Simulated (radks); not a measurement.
Values are calculated unless marked as measured or tabulated.
Task: The mean radii <r> (bohr) of the occupied orbitals of an atom or ion are listed with their occupations. Level of theory: scalar-relativistic Kohn-Sham, exchange-only LDA, spin-polarised, spherical densities, point nucleus (a radial shooting solver on a logarithmic mesh with Libxc functionals).

orbital  occ.      <r>
1s up       1  0.01774
1s down     1  0.01774
2s up       1  0.07485
2s down     1  0.07485
2p up       3  0.06721
2p down     3  0.06721
3s up       1   0.1914
3s down     1   0.1914
3p up       3   0.1913
3p down     3   0.1912
3d up       5   0.1723
3d down     5   0.1723
4s up       1   0.3847
4s down     1   0.3847
4p up       3   0.3954
4p down     1   0.3954

Name the element and its charge. Open shells, if any, are filled with parallel spins first.

Result: Z = 76, osmium, charge +42: Os42+ in [Ar] 3d10 4s2 4p4. The 1s radius gives Z: for a bare nucleus <r> = (2 gamma + 1)/(2Z) with gamma = sqrt(1 - (Z/c)^2), 0.01753 bohr for Z = 76, and screening makes it slightly larger (0.01774 here). The occupations add up to 34, and the charge is Z minus that.
